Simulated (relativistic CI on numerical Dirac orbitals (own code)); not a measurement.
Calculated at this level of theory: Dirac-Coulomb-Breit CI, separate exchange-only KLI orbitals for each configuration, model QED (radiative potential, 1s self-energy scaled to tabulated hydrogen-like ionisation energies), unscaled Slater integrals (own radial code, finite nucleus).

The strongest absorption lines from the ground level of an ion, among the configurations computed and to levels below about 5740 eV (vacuum wavelength in Å, gf): 2.1705 (0.044), 2.1884 (0.031), 2.4945 (0.091), 2.5363 (0.07), 3.4531 (0.28), 3.6174 (0.26), 22.077 (0.58), 75.959 (0.078).

(1) Which ion is it?
A. Re64+
B. Re62+
C. Hg69+
D. Tb54+

Results:

(1) A. Re64+ has 11 electrons and the ground level 3s 2S_1/2; the strongest line goes to 3p 2P°_3/2. The pattern of lines fixes the number of electrons, and along that sequence the line energies rise steadily with the charge (about as its square where n changes within one kind of shell, about linearly where n is kept but much faster in heavy ions where fine structure, which grows about as Z⁴, sets the gap, and irregularly where shells cross), which fixes Z. Configurations outside the model, such as inner-shell arrays, can give stronger lines. At this charge energies of transitions that change n are usually good to better than 1 %, and those within a shell (Δn = 0) to a few per cent.
